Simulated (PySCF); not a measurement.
Species: C₆H₇FO₂.
SMILES with atom numbers: `[CH3:1][O:2][C:3]1=[CH:4][C@@H:5]([F:6])[CH:7]=[CH:8][O:9]1` (hydrogens: H10, H11, H12 on C1; H13 on C4; H14 on C5; H15 on C7; H16 on C8)

Cartesian coordinates in Å at the GFN2-xTB level; atoms count from 1:
```xyz
16
C6H7FO2 angstrom
C      2.679    0.808    0.102
O      1.874   -0.164    0.746
C      0.557   -0.162    0.469
C     -0.258   -1.093    0.974
C     -1.727   -1.057    0.733
F     -2.396   -0.673    1.923
C     -2.052   -0.061   -0.331
C     -1.142    0.795   -0.774
O      0.161    0.812   -0.396
H      3.687    0.636    0.472
H      2.656    0.684   -0.984
H      2.358    1.821    0.355
H      0.143   -1.836    1.640
H     -2.143   -2.052    0.522
H     -3.068   -0.008   -0.683
H     -1.337    1.560   -1.511
```

Vertical excitations from PySCF (density fitting, frozen core in the response, grid level 2 and gas phase unless stated; continuum runs use non-equilibrium linear response for the excitations) on a GFN2-xTB geometry. Reference run:

```json
{"settings": "PBE0/def2-SVPD, full TDDFT, 6 singlets", "S1, eV (f)": "5.54 (0.031)", "S2, eV (f)": "6.15 (0.017)", "S3, eV (f)": "6.43 (0.045)", "S4, eV (f)": "6.85 (0.006)", "S5, eV (f)": "7.04 (0.003)", "S6, eV (f)": "7.14 (0.018)", "T1, eV (Tamm–Dancoff)": "4.31", "mean α (au)": "78.4"}
```

Task: What do these settings give: (1) wB97X/6-311G**, energy threshold 1e-07 Eh, full TDDFT, 6 singlets; (2) PBE0/6-31G, start guess vsap, TDA, 12 singlets; (3) B97-2/def2-SVPD, full TDDFT, 1 singlet?

Result: 
```
                                                         settings    S1, eV (f)    S2, eV (f)    S3, eV (f)    S4, eV (f)    S5, eV (f)    S6, eV (f)  T1, eV (Tamm–Dancoff)  mean α (au)
wB97X/6-311G**, energy threshold 1e-07 Eh, full TDDFT, 6 singlets  6.24 (0.029)  6.98 (0.059)  7.65 (0.022)  7.79 (0.692)  8.19 (0.136)  8.22 (0.001)                   4.48         67.8
                   PBE0/6-31G, start guess vsap, TDA, 12 singlets  5.76 (0.042)  6.88 (0.039)  7.63 (0.197)  7.78 (0.013)  7.85 (0.007)  8.06 (0.037)                   4.30         62.8
                           B97-2/def2-SVPD, full TDDFT, 1 singlet  5.47 (0.031)             –             –             –             –             –                      –         78.4
```

(1) S1 moves by +0.70 eV; functional and basis change together, so the shift can't be laid on one. (2) S1 moves by +0.22 eV; basis and response scheme change together, so the shift can't be laid on one. (3) S1 moves by -0.07 eV (B97-2 has 21 % exact exchange, PBE0 25 % exact exchange). States are counted by energy in each run and needn't keep their character from row to row.

All basis functions are spherical, in the Pople sets too.

Task: Give the leading configurations of S1 (H = HOMO, L = LUMO) and the HOMO–LUMO gap of each run.

Result: 
| settings | S1 configurations (weight) | S1 (eV) | orbital gap (eV) | S1 − gap (eV) |
| --- | --- | --- | --- | --- |
| PBE0/def2-SVPD, full TDDFT, 6 singlets | H→L 0.98 | 5.54 | 6.61 | -1.07 |
| wB97X/6-311G**, energy threshold 1e-07 Eh, full TDDFT, 6 singlets | H→L 0.89 | 6.24 | 11.21 | -4.97 |
| PBE0/6-31G, start guess vsap, TDA, 12 singlets | H→L 0.93 | 5.76 | 6.71 | -0.95 |
| B97-2/def2-SVPD, full TDDFT, 1 singlet | H→L 0.98 | 5.47 | 6.32 | -0.85 |

One conformer stands for the species.
